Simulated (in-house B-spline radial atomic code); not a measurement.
Checks on a self-consistent run for Ge3+, [Ne] 3s2 (3p1/2)2 (3p3/2)3 3d10 4s1 (4p1/2)1. Level of theory: Dirac-Hartree-Fock, average of the jj configuration, Fermi nucleus of rms radius 4.0742 fm; calculated with a radial B-spline atomic code at the basis-set limit.

```tsv
orbital	q	ε (Eh)	<1/r>	<r²>	small-component weight
1s1/2	2	-413.04439	32.3895	0.00296976	0.013402
2s1/2	2	-55.30078	7.18296	0.0515346	0.0026196
2p1/2	2	-49.21078	7.11197	0.0402626	0.0025859
2p3/2	4	-47.98782	6.91321	0.0418797	0.0025298
3s1/2	2	-9.03683	2.30564	0.438536	0.00060016
3p1/2	2	-7.04427	2.18527	0.465551	0.00055338
3p3/2	3	-6.88569	2.14516	0.479669	0.00054344
3d3/2	4	-3.32508	1.85981	0.58229	0.000426
3d5/2	6	-3.24564	1.8465	0.590946	0.00042171
4s1/2	1	-1.81088	0.720233	3.68167	8.9763e-05
4p1/2	1	-1.39322	0.621186	4.82468	6.9604e-05
```

Electron-electron repulsion V_ee = 774.7890 hartree.

**Question.** What total energy follows from the eigenvalues?

**Answer.** The eigenvalues count the repulsion twice, so E = Σqε - V_ee = -1315.861 - 774.789 = -2090.650 hartree; the run printed -2090.650.

**Question.** Does the Dirac virial theorem hold?

**Answer.** For a point nucleus E = -2c²Σq·w, with w the small-component weight. Here Σq·w = 0.055664 and c = 137.0360, so the ratio E/(-2c²Σq·w) is 1.000012; the finite nucleus accounts for the departure from 1.

**Question.** What diamagnetic shielding (Lamb formula) and susceptibility (Langevin formula) do the radii give?

**Answer.** σ = (α²/3)Σq<1/r> = 156.299/(3·137.036²) = 2774.4 ppm, and χ = -0.79199×10⁻⁶·Σq<r²> = -14.24×10⁻⁶ cm³/mol with Σq<r²> = 17.985 bohr². Both are non-relativistic formulas without the paramagnetism of open shells.
